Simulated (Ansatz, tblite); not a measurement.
Cost and result up the ladder for `c1csc(-c2cnc(-c3cnc(-c4cnc(-c5cncs5)s4)s3)s2)n1` (32 atoms). Charge 0, multiplicity 1. Geometry: r2SCAN-D4/def2-SVP.

```xyz
32

C     6.350    2.418   -4.687
C     5.458    2.065   -5.675
S     3.994    1.504   -4.964
C     4.694    1.787   -3.374
C     3.981    1.518   -2.150
C     4.457    1.707   -0.856
N     3.612    1.388    0.145
C     2.460    0.943   -0.314
C     1.376    0.530    0.535
C     1.374    0.535    1.929
N     0.246    0.104    2.525
C    -0.667   -0.249    1.644
C    -1.966   -0.746    2.008
C    -2.446   -0.926    3.303
N    -3.701   -1.406    3.411
C    -4.246   -1.619    2.232
C    -5.581   -2.132    2.054
C    -6.478   -2.470    3.059
N    -7.684   -2.934    2.644
C    -7.752   -2.968    1.343
S    -6.321   -2.424    0.510
S    -3.195   -1.222    0.875
S    -0.157   -0.060   -0.032
S     2.360    0.896   -2.072
N     5.919    2.261   -3.409
H     7.354    2.806   -4.876
H     5.584    2.106   -6.757
H     5.457    2.093   -0.649
H     2.233    0.867    2.516
H    -1.851   -0.694    4.188
H    -6.244   -2.374    4.122
H    -8.623   -3.304    0.774
```

Ansatz on 2 threads of AMD EPYC 7R13 on a shared host and a share (18 GiB) of an NVIDIA H100 80GB HBM3; xTB runs through tblite on one thread. Times are rough, summed over both states, and most runs start from the orbitals of an earlier one. PBE0-D4/def2-TZVP serves as the yardstick here, not as an exact answer. The other state is a doublet.

The xTB rows come from tblite. Single mean-field runs in def2-TZVP are fitted with def2-universal-jkfit.

Raw xTB energies of ions are shifted by several eV.

| level | functions | wall time |
| --- | --- | --- |
| GFN1-xTB | 139 | 0.17 s |
| GFN2-xTB | 132 | 0.19 s |
| PBE-D4/def2-TZVP | 847 | 9.7 s |
| PBE0-D4/def2-TZVP (with forces) | 847 | 17 s |

(1) Estimate what each level gives for the vertical IE (eV).

Results:

(1) 
| level | vertical IE (eV) | difference from PBE0-D4/def2-TZVP (eV) |
| --- | --- | --- |
| GFN1-xTB | 12.42 | 5.35 |
| GFN2-xTB | 12.12 | 5.04 |
| PBE-D4/def2-TZVP | 6.83 | -0.24 |
| PBE0-D4/def2-TZVP (with forces) | 7.07 | 0.00 |
